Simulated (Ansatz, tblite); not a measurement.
Cost and result up the ladder for B9 (9 atoms). The state is a doublet with charge 0. Geometry: PBE-D4/def2-SVP.

```xyz
9

B     1.017    0.904    1.596
B     1.128   -1.591    0.096
B     1.474   -0.499    1.144
B    -1.009   -0.878   -1.570
B     0.107   -1.781   -1.043
B    -1.106    1.587   -0.077
B    -0.099    1.810    1.070
B    -0.024   -0.076   -0.073
B    -1.488    0.524   -1.142
```

Ansatz on 4 threads of Arm Neoverse V2 on a shared host; xTB runs through tblite on one thread. Times are rough, summed over both states, and most runs start from the orbitals of an earlier one. PBE0-D4/def2-TZVP serves as the yardstick here, not as an exact answer. Differences are given only for rows in sets of like size (and for xTB, whose basis is part of the method), since another set adds its own error. The other state is a quartet at its own geometry, which has other bonds, so the gap mixes isomer and spin.

The xTB rows come from tblite. B3LYP takes the VWN-RPA correlation. Correlated methods freeze 9 core orbitals. The rows differ in basis, and correlated rows in double-zeta sets carry the largest basis error. In CCSD on the charge 0 quartet the largest single amplitude is 0.16, so its Hartree–Fock determinant may place the open shell otherwise than the density functionals do. The structure comes from a short search, and lower isomers may exist.

Run but left out: HF/6-31G, HF/def2-SVP, HF/def2-TZVP, MP2/def2-SVP (quartet: ⟨S²⟩ 4.05 to 4.09, where a pure state has 3.75); MP2/def2-TZVP (doublet: ⟨S²⟩ 0.90, where a pure state has 0.75).

Correlated methods converge slowly with the basis, most of all in double-zeta sets.

xTB has no spin-polarisation term.

```
                             level  functions  wall time  quartet − doublet (eV)  difference from PBE0-D4/def2-TZVP (eV)                                                                           remarks
                          GFN1-xTB         36     0.01 s                    2.49                                    1.86                                                                                 –
                          GFN2-xTB         36    0.014 s                    2.06                                    1.42                                                                                 –
                    B3LYP-D4/6-31G         81      4.3 s                    1.17                                       –                                                                                 –
                  PBE-D4/def2-TZVP        279       14 s                    0.67                                    0.03                                                                                 –
               r2SCAN-D4/def2-TZVP        279       30 s                    0.46                                   -0.18                                                                                 –
                 PBE0-D4/def2-TZVP        279       35 s                    0.64                                    0.00                                                                                 –
                PBE-QIDH/def2-TZVP        279       38 s                    0.76                                    0.13                                           spin-contaminated (⟨S²⟩ 3.90) (quartet)
r2SCANh-D4/def2-TZVP (with forces)        279       61 s                    0.46                                   -0.18                                                                                 –
                  CCSD(T)/def2-SVP        126       84 s                    0.59                                       –  spin-contaminated (⟨S²⟩ 0.87) (doublet), spin-contaminated (⟨S²⟩ 4.06) (quartet)
```
